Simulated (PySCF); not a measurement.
Species: C8H6O.
SMILES with atom numbers: `[cH:1]1[cH:2][cH:3][c:4]2[cH:5][o:6][cH:7][c:8]2[cH:9]1` (hydrogens: H10 on C1; H11 on C2; H12 on C3; H13 on C5; H14 on C7; H15 on C9)

Geometry (PBE0-D3(BJ)/def2-SVP, Å), atoms numbered from 1 in this order:
```
atom  x, y, z in Å
C1    -1.925   -0.558   -0.032
C2    -1.789    0.857    0.156
C3    -0.564    1.460    0.218
C4     0.600    0.646    0.089
C5     1.956    0.892    0.098
O6     2.623   -0.260   -0.071
C7     1.750   -1.272   -0.190
C8     0.463   -0.785   -0.101
C9    -0.834   -1.374   -0.159
H10   -2.929   -0.987   -0.074
H11   -2.695    1.461    0.251
H12   -0.472    2.539    0.361
H13    2.557    1.791    0.209
H14    2.170   -2.264   -0.330
H15   -0.949   -2.450   -0.302
```

The closed-shell ground state was solved at several levels (PySCF, density fitting, gas phase, non-relativistic).

| level | basis functions | HOMO (eV) | LUMO (eV) | gap (eV) | dipole (D) |
| --- | --- | --- | --- | --- | --- |
| B3LYP/pcJ-1 | 303 | -5.61 | -1.47 | 4.14 | 0.32 |
| CAM-B3LYP/def2-SVPD | 231 | -6.94 | -0.33 | 6.61 | 0.41 |
| PBE0/pcSseg-1 | 183 | -5.81 | -1.33 | 4.48 | 0.28 |

Problem. Estimate the row for KT3/pcSseg-1, a basis of 183 functions; the other rows only guide the guess.

Solution. HOMO -4.90 eV, LUMO -2.06 eV, gap 2.84 eV, dipole 0.19 D.

Problem. Over all these levels, which gives the widest orbital gap and which the narrowest?

Solution. CAM-B3LYP/def2-SVPD (range-separated hybrid) has the widest, 6.61 eV, and KT3/pcSseg-1 (GGA) the narrowest, 2.84 eV. Functional and basis both differ between the two, so the spread mixes both effects.

Problem. How far do the dipole and the HOMO energy spread over the levels?

Solution. The dipole runs from 0.19 to 0.41 D (mean 0.30 D) and the HOMO from -6.94 to -4.90 eV.
